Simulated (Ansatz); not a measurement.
A nudged elastic band was laid between two geometries of CH10Si2Sn (14 atoms, charge 0, multiplicity 1).

Method: RKS PBE-D4/def2-SVP (Ansatz 0.2.0).

- movable images: 1
- climbing image: yes
- spring: 5.0 eV/Å²
- optimiser: quadratic models (default)
- start path: IDPP
- force threshold: 0.03 eV/Å
- iteration limit: 60
- end points: relaxed

Image 0:

```xyz
14
Properties=species:S:1:pos:R:3
C -0.822 1.603 -1.266
Sn -0.468 0.262 0.418
Si 1.972 0.504 1.248
Si -0.915 -2.185 -0.295
H -1.869 1.497 -1.610
H -0.645 2.649 -0.951
H -0.137 1.350 -2.097
H -1.558 0.699 1.697
H 2.236 -0.407 2.417
H 2.265 1.920 1.673
H 2.926 0.140 0.140
H -0.660 -3.135 0.845
H -0.002 -2.560 -1.434
H -2.338 -2.367 -0.757
```

Image 2:

```xyz
14
Properties=species:S:1:pos:R:3
C -1.430 1.518 -0.726
Sn -0.304 0.180 0.577
Si 2.223 0.732 0.467
Si -0.691 -2.281 -0.127
H -2.509 1.282 -0.654
H -1.264 2.567 -0.413
H -1.097 1.392 -1.773
H -0.869 0.410 2.203
H 3.004 -0.160 1.395
H 2.486 2.165 0.850
H 2.735 0.519 -0.934
H -2.150 -2.649 -0.048
H 0.085 -3.220 0.759
H -0.231 -2.485 -1.547
```

Task: Which bonds break or form, and what moves?

Result: No bond is made or broken. The dihedral Si3–Sn2–Si4–H12 goes from 58 to 179°. The two ends are copies of one structure, up to a mirror image or an exchange of like atoms.

Task: What energy profile does the band end with?

Result: The forces met the threshold. The highest image is number 1 of 0 to 2, 0.5 kcal/mol above the ends, which have the same energy within 2 meV. Another band between the same ends (7 images) ends at a top of the same energy, where a vibrational analysis finds 1 clearly imaginary mode. So few images can step over the top or miss a turn of the path.

```
image  path coordinate (Å)  energy (kcal/mol)  dihedral Si3–Sn2–Si4–H12 (°)
    0                 0.00                0.0                            58
    1                 2.36                0.5                           119
    2                 4.70                0.0                           179
```

Task: What is the geometry of the highest image?

Result: 
```xyz
14
Properties=species:S:1:pos:R:3
C -1.297 1.566 -0.861
Sn -0.347 0.194 0.543
Si 2.195 0.664 0.666
Si -0.760 -2.264 -0.180
H -2.385 1.365 -0.897
H -1.129 2.610 -0.533
H -0.866 1.425 -1.870
H -1.049 0.453 2.110
H 2.860 -0.258 1.654
H 2.472 2.085 1.081
H 2.823 0.438 -0.685
H -1.503 -3.028 0.885
H 0.547 -2.970 -0.438
H -1.573 -2.310 -1.448
```

Time of the run: 14 s on 2 threads of Intel(R) Xeon(R) Platinum 8559C (Emerald Rapids) (shared host), peak memory 0.19 GiB.
